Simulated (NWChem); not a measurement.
Molecule: CH$_{4}$AlFO; SMILES C[O][AlH][F]

```xyz
8

Al    -0.5696     0.7297     0.0000
H     -1.9969     1.3701     0.0000
F      0.7792     1.7044     0.0000
O     -0.3981    -0.9414     0.0000
C      0.5327    -1.9719     0.0000
H      0.4007    -2.6130    -0.8892
H      1.5759    -1.6072     0.0000
H      0.4007    -2.6130     0.8892
```
Atoms are numbered in this order, from 1.

Coordinates come from a PBE0/def2-SVP optimisation.

Symmetry labels are those of Cs in the frame above (b1 and b2, or b-type labels, depend on it).

### Question
List the 6 lowest vertical singlet excitations from B3LYP/6-31+G* (spherical d), TDA (NWChem).

### Answer
```csv
state,energy (eV),oscillator strength,symmetry,leading excitation (squared amplitude)
S1,6.39,0.001,a",HOMO−1 → LUMO (0.96)
S2,6.51,0.011,a',HOMO−1 → LUMO+1 (0.62)
S3,6.52,0.013,a",HOMO → LUMO+1 (0.95)
S4,6.87,0.093,a',HOMO → LUMO (0.58)
S5,7.64,0.009,a",HOMO → LUMO+2 (0.95)
S6,7.77,0.033,a',HOMO−1 → LUMO+2 (0.91)
```
